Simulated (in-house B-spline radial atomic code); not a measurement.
## How G0W0 and RPA depend on the start: Cd XXI (Cd20+)

Configuration [Ar] 3d10. Computed with an all-electron radial atomic-structure program (B-spline basis): all electrons, non-relativistic, point nucleus, each spin shell either full or empty, empty states to l = 9 with an (l + 1/2)⁻⁴ tail; G0W0 by contour deformation at full frequency.

Without relativity these are model numbers: it shifts the levels of so heavy an element strongly and can reorder them.

```
       start  mean-field 3d (eV)  G0W0 (eV)  QP weight  RPA correlation (Eh)
Hartree-Fock             -972.91          ?          ?                     ?
         PBE             -936.11          ?          ?                     ?
     LC-wPBE             -942.00    -971.17      0.990               -2.1331
      PBEsol             -935.92    -971.04      0.990               -2.1457
        PBE0             -945.81    -971.00      0.991               -2.1208
```

**Question.** What G0W0 level, weight and RPA correlation energy follow from the PBE start?

**Answer.** G0W0 level -970.96 eV, weight 0.990, RPA correlation -2.1454 hartree.

**Question.** What G0W0 level, weight and RPA correlation energy follow from the Hartree-Fock start?

**Answer.** G0W0 level -971.13 eV, weight 0.992, RPA correlation -2.0518 hartree.

**Question.** How much of the dependence on the start does G0W0 remove?

**Answer.** The mean-field levels span 37 eV and the G0W0 levels 0.206 eV. Against 963 ± 4 eV (NIST, tabulated theory) the G0W0 removal energies are off by +7.96 to +8.17 eV, with relativity, Breit and QED terms left out.
